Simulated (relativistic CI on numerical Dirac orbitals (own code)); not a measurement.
# Co³⁺ (3d6) in a crystal field

Calculated by Dirac-Coulomb-Breit CI, separate exchange-only KLI orbitals for each configuration, QED by a radiative potential, valence Slater integrals scaled by 0.8, one configuration in a parametric crystal field (own radial code).

Field parameters in Wybourne normalisation: Oh B⁴₀ = 21Dq, B⁴₄ = √(5/14) B⁴₀. The field is a parameter set, without covalency.

S is read from ⟨S²⟩ = S(S + 1).

Levels (cm⁻¹, degeneracy): 0 (3), 249 (2), 284 (3), 602 (1), 697 (3), 756 (3), 4581 (1), 4602 (3), 4623 (2), 4648 (3), 4673 (1), 18263 (2).

Which field gives this pattern?
A. Oh, 10Dq = 20600 cm⁻¹
B. Oh, 10Dq = 27250 cm⁻¹
C. Oh, 10Dq = 7400 cm⁻¹
D. Oh, 10Dq = 4100 cm⁻¹

D. Oh, 10Dq = 4100 cm⁻¹, ground level with S = 2.00.
